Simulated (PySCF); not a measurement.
C4NiO4, multiplicity 1. Atoms are numbered in the order given.

```xyz
9

Ni     0.0000     0.0000     0.0000
O      1.7145     1.7145    -1.7145
C      1.0483     1.0483    -1.0483
O     -1.7145     1.7145     1.7145
C     -1.0483     1.0483     1.0483
O     -1.7145    -1.7145    -1.7145
C     -1.0483    -1.0483    -1.0483
O      1.7145    -1.7145     1.7145
C      1.0483    -1.0483     1.0483
```

Coordinates come from a PBE-D3(BJ)/def2-SVP optimisation. The multiplicity is an assumed one; other spin states were not compared. The isomer is the one that the SMILES or the coordinates give; other isomers of the formula were not compared.

Level of theory: TDA-M06-2X/def2-SVPD (PySCF).

Vertical excitations; the highest root listed may be one member of a degenerate set.  State labels are in the subgroup D2.

Computed excitation energies, oscillator strengths and character:
```tsv
state	symmetry	energy (eV)	λ (nm)	f	main pairs
S1	B2	4.18	297	0.000	HOMO→LUMO, HOMO−2→LUMO+1 (degenerate set)
S2	B1	4.18	297	0.000	HOMO−1→LUMO+1, HOMO→LUMO+2 (degenerate set)
S3	B3	4.18	297	0.000	HOMO−1→LUMO, HOMO−2→LUMO+2 (degenerate set)
S4	A	4.35	285	0.000	HOMO−1→LUMO+2, HOMO−2→LUMO (degenerate set)
S5	A	4.35	285	0.000	HOMO→LUMO+1, HOMO−2→LUMO (degenerate set)
S6	B3	4.61	269	0.000	HOMO→LUMO+3 93 %
T1	A	3.30	376	0	HOMO→LUMO+1 29 %, HOMO−2→LUMO 29 %, HOMO−1→LUMO+2 29 %
T2	B2	3.80	327	0	HOMO→LUMO 47 %, HOMO−2→LUMO+1 47 %
```
Triplets are in the Tamm–Dancoff approximation.
